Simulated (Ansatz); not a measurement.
Li6Al, relaxed as a doublet with UKS PBE0-D4/def2-TZVP in Ansatz, starting from the GFN1-xTB geometry. Force threshold 0.02 eV/Å.

Another isomer (doublet) lies 0.38 eV lower at PBE0-D4/def2-TZVP; other spin states weren't run for this one.

Start:

| atom | x (Å) | y (Å) | z (Å) |
| --- | --- | --- | --- |
| Al1 | 0.5946 | -3.2185 | 0.7987 |
| Li2 | -0.4046 | -1.0961 | -0.7562 |
| Li3 | -1.6725 | 0.4694 | 0.8433 |
| Li4 | 0.2294 | 2.1647 | 0.5487 |
| Li5 | 1.4628 | 0.6413 | -1.1274 |
| Li6 | 0.8033 | -0.1777 | 1.2310 |
| Li7 | -1.0130 | 1.2170 | -1.5382 |

```csv
step,energy (eV),largest force component (eV/Å),SCF passes
1,-7816.0902,1.102,68
2,-7816.7690,0.509,53
3,-7817.0283,0.240,57
4,-7817.1833,0.378,47
5,-7817.2591,0.226,41
6,-7817.5657,0.230,81
7,-7817.7484,0.236,32
8,-7817.9893,0.376,32
9,-7818.2005,0.403,43
10,-7818.3526,0.242,38
11,-7818.5059,0.248,37
12,-7818.5574,0.168,34
13,-7818.5598,0.091,30
14,-7818.5684,0.027,31
15,-7818.5803,0.045,30
16,-7818.6043,0.052,29
17,-7818.6344,0.063,30
18,-7818.6641,0.054,31
19,-7818.6676,0.021,30
20,-7818.6704,0.009,31
21,-7818.6705,0.013,25
```

Force components are those of the run's own axes.

End:

```xyz
7

Al    0.3748   -1.4133    0.5057
Li   -0.6643   -0.8258   -1.8246
Li   -1.8302   -0.1094    1.0432
Li    0.4589    1.2239   -0.1278
Li    2.6202   -0.7229   -0.6391
Li    1.3683    0.0488    2.4296
Li   -2.3277    1.7987   -1.3870
```

Bonds lost: Li2–Li5, Li2–Li6, Li3–Li6, Li5–Li6, Li5–Li7 (atoms count from 1). Bonds formed: Al1–Li3, Al1–Li4, Al1–Li5, Li2–Li4 (atoms count from 1). Metal–metal contacts that move far: Li2–Li7 2.52 to 3.14 Å, Li2–Li3 2.57 to 3.18 Å, Li3–Li7 2.58 to 3.13 Å, Li4–Li7 2.61 to 3.11 Å.

The force fell under the threshold at step 20, but the optimiser went on. No frequencies were taken in this run, so the end may be a saddle point.

It took 33 s on 4 threads of Arm Neoverse V2 on a shared host.
